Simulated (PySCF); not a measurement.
**Unknown compound**

The spectra below were simulated for a compound C₆H₁₁Cl.

$^{1}$H NMR (400 MHz, computed): δ 4.43 (m, 1H), 1.99 (m, 2H), 1.96 (m, 2H), 1.73 (m, 1H), 1.64 (m, 2H), 1.41 (m, 2H), 1.22 (m, 1H).

$^{13}$C{$^{1}$H} NMR (computed): δ 66.8 (CH), 38.2 (CH2, 2C), 30.4 (CH2), 23.9 (CH2, 2C).

PySCF 2.14 calculation with σ from GIAO-B97-2/pcSseg-2 and coordinates at the PBE0-D3(BJ)/def2-TZVP level; single conformer, non-relativistic Hamiltonian, isolated molecule, rapidly exchanging positions averaged.

Shifts are taken against calculated references (same method and geometry level): $^{1}$H (σref 31.64) and $^{13}$C (σref 185.38) vs TMS.

Propose a structure and justify it.

Results:


1. The formula gives 1 degree of unsaturation (1 ring in the answer).
2. 4 carbon signals for 6 carbons: some carbons are equivalent by symmetry or fast rotation.
3. Carbon types of the structure: 1 × CH, 5 × CH2, which accounts for all hydrogens.
4. δC 66.8: sp3 CH bonded to Cl; pulled downfield by the heteroatom.
5. δC 38.2, 30.4, 23.9: sp3 CH2 in a ring; saturated and bonded to C and H only.
6. δH 4.43: hydrogen on an sp3 CH bonded to Cl; its carbon carries Cl, hence the downfield position.
7. δH 1.99, 1.96, 1.73, 1.64, 1.41, 1.22: hydrogen on an sp3 CH2 in a ring.

These data were computed for `ClC1CCCCC1`.

The shifts were computed for this structure.

Carbons that carry Cl, above all several Cl atoms, come out too deshielded, partly because spin–orbit coupling is missing. Shifts are as computed. Against solution values, carbons near 30 ppm lie about +3 ppm off and those near 130 ppm about +7 ppm; carbons on Cl a further +5 ppm. Of 1211 compounds with measured shifts, 218 miss one by over three times the rms of a fit or turn the order of signals round; such compounds aren't used in these exercises. No couplings were computed; multiplicities are counted from neighbouring protons, with m where these are inequivalent, close in shift, in a saturated or five-membered ring or joined by F or P, and br s for small geminal =CH2 splittings.
